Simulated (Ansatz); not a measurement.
The cluster Sn₂F₅⁻, relaxed as a singlet with RKS B3LYP-D4/def2-SVPD in Ansatz, starting from the GFN2-xTB geometry. Force threshold 0.02 eV/Å.

In the def2 sets Sn takes a core potential; there is no spin–orbit coupling. The structure comes from a short search, and lower isomers may exist.

Start:

| atom | x (Å) | y (Å) | z (Å) |
| --- | --- | --- | --- |
| Sn1 | 1.061 | -1.766 | 0.837 |
| Sn2 | -1.292 | 1.988 | -0.561 |
| F3 | -0.036 | 3.232 | 0.708 |
| F4 | -1.346 | 2.957 | -2.512 |
| F5 | 2.113 | -3.323 | -0.266 |
| F6 | -0.143 | -2.818 | 2.314 |
| F7 | -0.358 | -0.269 | -0.521 |

```tsv
step	energy (eV)	largest force component (eV/Å)	SCF passes
1	-25250.2943	1.400	16
2	-25250.9584	0.438	25
3	-25251.2795	0.533	24
4	-25251.4874	0.201	20
5	-25251.6140	0.178	19
6	-25251.6712	0.086	19
7	-25251.6772	0.040	21
8	-25251.6840	0.038	20
9	-25251.6951	0.248	20
10	-25251.6982	0.326	19
11	-25251.7089	0.164	21
12	-25251.7133	0.073	21
13	-25251.7171	0.087	19
14	-25251.7193	0.167	20
15	-25251.7223	0.085	21
16	-25251.7235	0.006	21
17	-25251.7237	0.015	21
```

Force components are those of the run's own axes.

End:

Cartesian coordinates in Å:
```
Sn 1.3533 -1.0609 0.6784
Sn -1.4163 1.1665 -0.3004
F 0.0296 1.9225 0.9202
F -1.0214 2.4142 -1.8601
F 1.3397 -2.9126 -0.1684
F -0.4126 -1.2920 1.6673
F 0.1277 -0.2376 -0.9369
```

By distances, no bond broke or formed. The bond that changes most is Sn1–F7, from 2.47 to 2.19 Å (atoms count from 1). The end is the same structure that another start reached, the lowest one found.

The force fell under the threshold at step 16, but the optimiser went on. No frequencies were taken in this run, so the end may be a saddle point.

Hardware: 4 threads of Intel Xeon 6975P-C on a shared host. Wall time 39 s, peak host memory 0.62 GiB.
